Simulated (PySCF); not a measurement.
# C₆ coefficients of unlike pairs at UHF

Calculated with PySCF 2.14 from the dipole response of each species, C₆(A,B) = (3/π) ∫ α_A(iu) α_B(iu) du, in atomic units, from isotropic polarisabilities. For ions this is the dispersion term alone; charge-induced terms of lower order in 1/R come first.

```
species      configuration                                                                            basis     relativity  α (bohr³)  C₆ (like pair)
     Li      [He] 2s1 (2S)  aug-cc-pCVTZ-DK with one added diffuse shell each of s, p, d, f type (8s7p5d3f)  spin-free X2C      169.9            1478
    C²⁺      [He] 2s2 (1S)  aug-cc-pCVTZ-DK with one added diffuse shell each of s, p, d, f type (8s7p5d3f)  spin-free X2C      4.487           7.064
    P³⁺      [Ne] 3s2 (1S)                                                         dyall-acv3z (19s12p6d4f)           none      7.165           18.77
     Si  [Ne] 3s2 3p2 (3P)  x2c-QZVPPall with one added diffuse shell each of s, p, d, f type (10s7p5d3f1g)  spin-free X2C      38.46           316.1
```

**Question.** Estimate C₆ for Si with C²⁺.

**Answer.** The integral gives 45.96. The combination rule 2 C_A C_B / (C_A α_B/α_A + C_B α_A/α_B) gives 45.84 and the geometric mean 47.26.

No spin-orbit coupling is included.

The other pairs:

| pair | C₆ |
| --- | --- |
| C²⁺, Li | 68.73 |
| P³⁺, C²⁺ | 11.51 |
| Si, P³⁺ | 74.66 |
| Si, Li | 541.1 |
| P³⁺, Li | 110.5 |
